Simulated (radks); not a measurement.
Values are calculated unless marked as measured or tabulated.
Task: These are the eigenvalues of the occupied orbitals of an atom or ion with whole-number occupations (eV). Level of theory: scalar-relativistic Kohn-Sham, PBE, spin-polarised, spherical densities, finite nucleus; Fermi nuclear charge, rms radius of each element as measured or else 0.836 A^(1/3) + 0.57 fm (a radial shooting solver on a logarithmic mesh with Libxc functionals).

orbital  eigenvalue
1s        -85610.33
2s        -15268.21
2p        -13141.21
3s        -3666.882
3p        -3054.329
3d        -2418.320
4s        -841.2225
4p        -640.3309
4d        -404.4414
5s        -160.2550
4f        -143.4306
5p        -105.4639
5d         -44.3188

Which element is it, and in what charge state? The configuration may be excited. Open shells, if any, are filled with parallel spins first.

Result: Z = 81, thallium, charge +3: Tl3+ in [Xe] 4f14 5d10. The list shows which subshells hold electrons but not how many an open one holds; the 1s level, -3146.1 hartree, gives Z - s = 79.3 by -(Z - s)^2/2, which with screening and relativity narrows Z to a few neighbours, and the depths of the outer levels then fix element, charge and occupations together.
